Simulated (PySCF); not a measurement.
Compound: C6H9NO.
Atom-mapped SMILES: `[CH2:1]=[CH:2][CH2:3]/[CH:4]=[CH:5]/[C:6]([NH2:7])=[O:8]` (hydrogens: H9, H10 on C1; H11 on C2; H12, H13 on C3; H14 on C4; H15 on C5; H16, H17 on N7)

The geometry is computed with GFN2-xTB (gas phase).

Problem. List the bond lengths, angles and torsions at this level.

Solution. 
| bond | length (Å) | order |
| --- | --- | --- |
| C1=C2 | 1.319 | double |
| C2–C3 | 1.501 | single |
| C3–C4 | 1.492 | single |
| C4=C5 | 1.328 | double |
| C5–C6 | 1.479 | single |
| C6–N7 | 1.359 | single |
| C6=O8 | 1.214 | double |
| C1–H9 | 1.078 | single |
| C1–H10 | 1.077 | single |
| C2–H11 | 1.082 | single |
| C3–H12, C3–H13 | 1.093 | single |
| C4–H14 | 1.083 | single |
| C5–H15 | 1.081 | single |
| N7–H16 | 1.003 | single |
| N7–H17 | 1.006 | single |

Bonds in one row agree within 0.01 Å and their mean is given. Orders are formal, as drawn. A selection of angles:
| angle | degrees |
| --- | --- |
| C1–C2–C3 | 124.2 |
| C2–C3–C4 | 110.0 |
| C3–C4–C5 | 125.3 |
| C4–C5–C6 | 120.9 |
| C5–C6–N7 | 114.2 |
| C5–C6–O8 | 124.0 |
| N7–C6–O8 | 121.7 |
| H16–N7–C6 | 122.5 |
| H17–N7–C6 | 118.7 |

Torsions: C1–C2–C3–C4 121° (anticlinal); C2–C3–C4–C5 -120° (anticlinal); C3–C4–C5–C6 179° (antiperiplanar); C4–C5–C6–N7 -178° (antiperiplanar). The mirror-image conformer, all signs reversed, is as good.

Of the pairs four or more bonds apart, O8···H14 is among the closest relative to their van der Waals radii: 2.52 Å, 92 % of the sum of Bondi's values. N7 (amide nitrogen) is planar (angles 122.5°, 118.8° and 118.7°, sum 360.0°, 0.01 Å off the plane of its three neighbours). The 5 C–C bonds span 1.319 Å (C1=C2, drawn double) to 1.501 Å (C2–C3, drawn single), a spread of 0.182 Å.

Point group: C1 (no symmetry element, even within 0.4 Å). Stationary, but not proved a minimum. The numbers are those of one conformer (C1–C2–C3–C4 121°, C2–C3–C4–C5 -120°, C4–C5–C6–N7 -178°, C5–C6–N7–H 1° and 179°).
